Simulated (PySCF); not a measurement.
**MP2 beside CCSD(T) along group 15: bonds to N**

MP2 and CCSD(T) in PySCF with def2-TZVPPD on every atom (core potentials on Sb), for the lowest determinant that a PBE0 search found; no spin–orbit coupling.

| molecule | state (unpaired electrons) | MP2 Re (Å) | MP2 ωe (cm⁻¹) | MP2 De (eV) | CCSD(T) Re (Å) | CCSD(T) ωe (cm⁻¹) | CCSD(T) De (eV) |
| --- | --- | --- | --- | --- | --- | --- | --- |
| N2 | singlet (closed shell) | 1.113 | 2196 | 9.97 | 1.103 | 2347 | 9.42 |
| PN | singlet (closed shell) | 1.522 | 1190 | 6.39 | ? | ? | ? |
| AsN | singlet (closed shell) | 1.664 | 900 | 5.37 | 1.630 | 1064 | 4.67 |
| SbN | singlet (closed shell) | 1.905 | 654 | 4.36 | 1.840 | 872 | 3.41 |

**Question.** Estimate the CCSD(T) values of PN by adding the mean shift from MP2 to CCSD(T) of the other rows, and compare with the calculation.

**Answer.** The mean shifts are -3.6 pm, +178 cm⁻¹ and -0.73 eV, which give 1.486 Å, 1368 cm⁻¹ and 5.66 eV. CCSD(T)/def2-TZVPPD gives Re = 1.502 Å, ωe = 1323 cm⁻¹, De = 5.87 eV.

**Question.** What are the mean differences of MP2 from CCSD(T) over the whole series?

**Answer.** Re +3.2 pm, ωe -166 cm⁻¹, De +0.68 eV.

In a basis of this size CCSD(T) is itself not converged; it tends to give bonds that are too long and too weak.

Correlated steps freeze the inner cores (2 to 10 orbitals); shallow outer-core shells are correlated. These are scalar-relativistic numbers at best; spin–orbit coupling would shift them, the dissociation energy most. Where the molecule has an RHF reference, its open-shell atoms are computed with UHF. The CCSD T1 diagnostic is raised in SbN, a sign that a single reference may not be enough there.
